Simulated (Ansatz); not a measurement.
Cu4Ag⁺. Charge 1, multiplicity 1. Geometry PBE-D4/def2-SVP.

```tsv
atom	x (Å)	y (Å)	z (Å)
Ag1	0.3133	2.6150	0.3120
Cu2	-1.0917	0.9277	-0.8374
Cu3	-1.0655	-1.3292	0.1939
Cu4	1.0246	-2.2968	0.0946
Cu5	0.8193	0.0833	0.2369
```

In the def2 sets Ag takes a core potential; there is no spin–orbit coupling. B3LYP takes the VWN-RPA correlation. Another isomer (singlet) lies 0.05 eV lower at PBE0-D4/def2-TZVP; other spin states weren't run for this one.

Question: Estimate the orbital energies around the gap (eV) in Ansatz with revPBE-D4/def2-TZVP, r2SCAN-D4/def2-TZVP, B3LYP-D4/def2-TZVP, PBE0-D4/def2-SVP, PBE0-D4/def2-TZVP.

Answer: 
| orbital | revPBE-D4/def2-TZVP | r2SCAN-D4/def2-TZVP | B3LYP-D4/def2-TZVP | PBE0-D4/def2-SVP | PBE0-D4/def2-TZVP |
| --- | --- | --- | --- | --- | --- |
| HOMO−13 | -10.52 | -10.68 | -12.15 | -11.92 | -12.36 |
| HOMO−12 | -10.43 | -10.59 | -12.12 | -11.90 | -12.30 |
| HOMO−11 | -10.39 | -10.55 | -12.02 | -11.81 | -12.24 |
| HOMO−10 | -10.28 | -10.44 | -11.98 | -11.75 | -12.20 |
| HOMO−9 | -10.25 | -10.40 | -11.95 | -11.73 | -12.15 |
| HOMO−8 | -10.22 | -10.37 | -11.91 | -11.71 | -12.12 |
| HOMO−7 | -10.18 | -10.34 | -11.81 | -11.58 | -11.98 |
| HOMO−6 | -10.06 | -10.21 | -11.72 | -11.48 | -11.93 |
| HOMO−5 | -10.03 | -10.18 | -11.69 | -11.44 | -11.91 |
| HOMO−4 | -9.94 | -10.08 | -11.61 | -11.36 | -11.83 |
| HOMO−3 | -9.93 | -10.08 | -11.54 | -11.27 | -11.74 |
| HOMO−2 | -9.88 | -10.02 | -11.50 | -11.26 | -11.69 |
| HOMO−1 | -9.80 | -9.92 | -11.35 | -11.07 | -11.53 |
| HOMO | -9.42 | -9.48 | -10.02 | -9.68 | -9.98 |
| LUMO | -8.27 | -8.16 | -7.81 | -7.17 | -7.43 |
| LUMO+1 | -6.89 | -6.74 | -6.41 | -5.78 | -6.03 |
| LUMO+2 | -6.75 | -6.58 | -6.25 | -5.62 | -5.87 |
| LUMO+3 | -5.60 | -5.46 | -5.10 | -4.43 | -4.78 |
| LUMO+4 | -5.10 | -4.88 | -4.56 | -3.80 | -4.24 |
| LUMO+5 | -4.79 | -4.54 | -4.26 | -3.66 | -3.94 |
